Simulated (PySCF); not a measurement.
Single point on CaIn⁺

State: ¹Σ⁺ (singlet), closed shell.

An equivalent input (the run itself took its basis sets from the Basis Set Exchange, started from a PBE0 density and held the occupation σ 10α 10β, πx 4α 4β, πy 4α 4β, δx 1α 1β, δy 1α 1β):

```python
from pyscf import gto, scf, cc
mol = gto.M(atom='Ca 0 0 0; In 0 0 3.654', basis={'Ca': 'def2-SVP', 'In': 'def2-SVP'}, ecp={'In': 'def2-SVP'},
            charge=1, spin=0, verbose=4, symmetry='C2v')
mf = scf.RHF(mol)
mf.irrep_nelec = {'A1': 22, 'A2': 2, 'B1': 8, 'B2': 8}
mf.conv_tol = 1e-9
mf.max_cycle = 60
mf.diis_space = 10
mf.kernel()
mycc = cc.CCSD(mf, frozen=[0, 1, 2, 3, 4, 5, 6, 7, 8, 49])
mycc.run(conv_tol=1e-7, conv_tol_normt=1e-5, max_cycle=80, diis_space=8)
et = mycc.ccsd_t()
```

The SCF ended at -865.70708437 hartree. The coupled-cluster part of the log:

```
******** <class 'pyscf.cc.ccsd.CCSD'> ********
CC2 = 0
CCSD nocc = 11, nmo = 40
frozen orbitals [0, 1, 2, 3, 4, 5, 6, 7, 8, 49]
max_cycle = 80
direct = 0
conv_tol = 1e-07
conv_tol_normt = 1e-05
diis_space = 8
diis_start_cycle = 0
diis_start_energy_diff = 1e+09
Init t2, MP2 energy = -865.879101995705  E_corr(MP2) -0.172017627837173
Init E_corr(CCSD) = -0.172017627837204
cycle = 1  E_corr(CCSD) = -0.190330539360432  dE = -0.0183129115  norm(t1,t2) = 0.070236
cycle = 2  E_corr(CCSD) = -0.195917216748225  dE = -0.00558667739  norm(t1,t2) = 0.0344791
cycle = 3  E_corr(CCSD) = -0.199637776165163  dE = -0.00372055942  norm(t1,t2) = 0.0192756
cycle = 4  E_corr(CCSD) = -0.199867277723867  dE = -0.000229501559  norm(t1,t2) = 0.0047854
cycle = 5  E_corr(CCSD) = -0.199646302856587  dE = 0.000220974867  norm(t1,t2) = 0.00206488
cycle = 6  E_corr(CCSD) = -0.19964569240154  dE = 6.10455046e-07  norm(t1,t2) = 0.000565206
cycle = 7  E_corr(CCSD) = -0.19965555676374  dE = -9.8643622e-06  norm(t1,t2) = 0.000228397
cycle = 8  E_corr(CCSD) = -0.199655653779402  dE = -9.70156622e-08  norm(t1,t2) = 8.24116e-05
cycle = 9  E_corr(CCSD) = -0.199656156117773  dE = -5.02338371e-07  norm(t1,t2) = 3.19621e-05
cycle = 10  E_corr(CCSD) = -0.199656554179997  dE = -3.98062224e-07  norm(t1,t2) = 1.28538e-05
cycle = 11  E_corr(CCSD) = -0.199656622039892  dE = -6.78598953e-08  norm(t1,t2) = 5.11099e-06
CCSD converged
E(CCSD) = -865.9067409899078  E_corr = -0.1996566220398921
CCSD(T) correction = -0.00525282652780345
```

T1 diagnostic 0.011, D1 0.042, 22 electrons correlated, 1 of the virtual orbitals (those above 20 hartree) left out.

Repeating this along the bond gives Re = 3.687 Å and ωe = 109 cm⁻¹.

A point of this curve took 2.3 CPU seconds beside 0.35 for the integrals, on Arm Neoverse N1 (shared host).

Correlated steps freeze 9 core orbitals. Spin–orbit coupling is left out.
